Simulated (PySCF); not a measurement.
Species: C4H4F3N.
SMILES: `C[C@H](C#N)C(F)(F)F`

The closed-shell SCF was solved with PySCF and density fitting under several settings on one GFN2-xTB geometry (grid level 2 and gas phase unless stated).

| settings | basis functions | SCF cycles | E (Eh) | HOMO (eV) | LUMO (eV) | dipole (D) |
| --- | --- | --- | --- | --- | --- | --- |
| PBE0/pcSseg-1 | 156 | 14 | -508.5373 | -10.04 | 0.29 | 3.67 |
| wB97X-D/def2-SVPD | 201 | 14 | -508.5958 | -12.01 | 1.78 | 3.76 |
| PBE0/def2-SVPD, start guess huckel | 201 | 16 | -508.2265 | -10.08 | 0.04 | 3.72 |
| LC-wPBE/def2-SVPD, fitting basis def2-universal-jkfit, damping 0.3 at the start, DIIS from the seventh cycle | 201 | 13 | -508.4620 | -12.99 | 1.94 | 3.75 |
| PBE0/STO-3G, grid level 4 | 44 | 13 | -501.6746 | -6.46 | 3.95 | 2.87 |
| OLYP/pcSseg-1, grid level 3 | 156 | 16 | -508.9190 | -8.39 | -0.54 | 3.49 |
| B3LYP/ANO-RCC-VDZP | 132 | 14 | -509.2702 | -9.64 | -0.38 | 3.68 |

**Question.** Estimate the rows for these settings: (1) PBE0/6-311+G(2d,p), energy threshold 1e-08 Eh; (2) PBE0/ANO-RCC-VDZP, energy threshold 1e-11 Eh.

**Answer.** 
```
                                     settings  basis functions  SCF cycles     E (Eh)  HOMO (eV)  LUMO (eV)  dipole (D)
PBE0/6-311+G(2d,p), energy threshold 1e-08 Eh              240          10  -508.7405     -10.02      -0.22        3.75
 PBE0/ANO-RCC-VDZP, energy threshold 1e-11 Eh              132          13  -508.7390      -9.96      -0.11        3.71
```

**Question.** Over all rows, what range does the HOMO–LUMO gap span?

**Answer.** From 7.85 eV (OLYP/pcSseg-1, grid level 3) to 14.93 eV (LC-wPBE/def2-SVPD, fitting basis def2-universal-jkfit, damping 0.3 at the start, DIIS from the seventh cycle). The functional of the narrowest has no exact exchange, that of the widest range-separated exact exchange.

**Question.** And the dipole moment?

**Answer.** From 2.87 D (PBE0/STO-3G, grid level 4) to 3.76 D (wB97X-D/def2-SVPD); the largest is 1.31 times the smallest, and the median is 3.71 D.

**Question.** Compare two rows with the functional PBE0: PBE0/6-311+G(2d,p), energy threshold 1e-08 Eh and PBE0/STO-3G, grid level 4. Which energy is lower, and by how much?

**Answer.** PBE0/6-311+G(2d,p), energy threshold 1e-08 Eh (240 functions) lies 7.0659 Eh or 4434 kcal/mol below PBE0/STO-3G, grid level 4 (44 functions).

wB97X-D ran without the empirical dispersion term, which would shift the total energy alone. Cycle counts include a coarse-grid stage where the run had one. All basis functions are spherical, in the Pople sets too. ANO-RCC sets were contracted for a scalar-relativistic Hamiltonian, but ran non-relativistically here.

The values belong to the conformer `[CH3:1][C@H:2]([C:3]#[N:4])[C:5]([F:6])([F:7])[F:8]`: C1–C2–C5–F6 59°.
